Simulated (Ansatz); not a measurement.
C₂H₄F₂Si from Hartree–Fock to CCSD(T)

Z-matrix (Å, degrees):
```
C
C 1 1.330
H 1 1.085 2 121.7
H 1 1.085 2 121.7 3 -176.3
H 2 1.084 1 121.5 3 179.1
H 2 1.084 1 121.5 3 -2.7
Si 1 2.820 2 87.7 3 91.9
F 7 1.613 1 96.2 2 -50.3
F 7 1.613 1 96.1 2 50.6
```

Charge 0, multiplicity 1. The bonds changed during the relaxation, so this is another structure than the one it started from. The geometry is a stationary point of PBE0-D4/def2-TZVP. Frozen core, restricted reference, Ansatz 0.2.0. CBS rows extrapolate triple and quadruple zeta; past MP2 they add the triple-zeta difference.

```
     basis     HF (Eh)  MP2 corr.  CCSD corr.       (T)  CCSD(T) total
  def2-SVP  -565.61658   -0.72747    -0.76841  -0.01878     -566.40377
def2-TZVPP           ?          ?    -0.96868         ?              ?
def2-QZVPP  -566.09867   -1.01659           –         –              –
 CBS(def2)           ?   -1.07501    -1.10597     as TZ              ?
```

**Question.** Fill in the withheld values. (Estimate.)

**Answer.** Computed: def2-TZVPP HF (Eh): -566.07578; def2-TZVPP MP2 corr.: -0.93772; def2-TZVPP (T): -0.03465; def2-TZVPP CCSD(T) total: -567.07911; CBS(def2) HF (Eh): -566.10182; CBS(def2) CCSD(T) total: -567.24244.
